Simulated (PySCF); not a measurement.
C4H13NSi, SMILES CC(C)N(C)[SiH3].

Coordinates come from a B3LYP-D3(BJ)/def2-SVP optimisation. The values are those of a single conformer.

Two levels are set side by side: TDA-PBE/def2-SVPD (PySCF) and TDA-PBE0/def2-SVPD (PySCF). Vertical, same geometry. The lowest singlet is HOMO→LUMO 99 % with PBE and HOMO→LUMO 94 % with the other functional; states are paired by order. Differences are taken from unrounded values.

```tsv
quantity	TDA-PBE0
lowest singlet excitation (eV)	5.47
lowest triplet excitation (TDA) (eV)	5.28
```

Question: What does TDA-PBE give, and how far is it from TDA-PBE0? (The exact figures need the calculation; the answer reports its results.)

Answer: 
| quantity | TDA-PBE | TDA-PBE minus TDA-PBE0 |
|---|---|---|
| lowest singlet excitation (eV) | 4.68 | -0.78 |
| lowest triplet excitation (TDA) (eV) | 4.57 | -0.71 |

Functionals without exact exchange tend to place singlet excitations lower, as here. Differences between two approximate levels are no errors against the true value.

Rough cost on one machine, each run with all the roots and properties that it gave: TDA-PBE0 against TDA-PBE about 3 times.
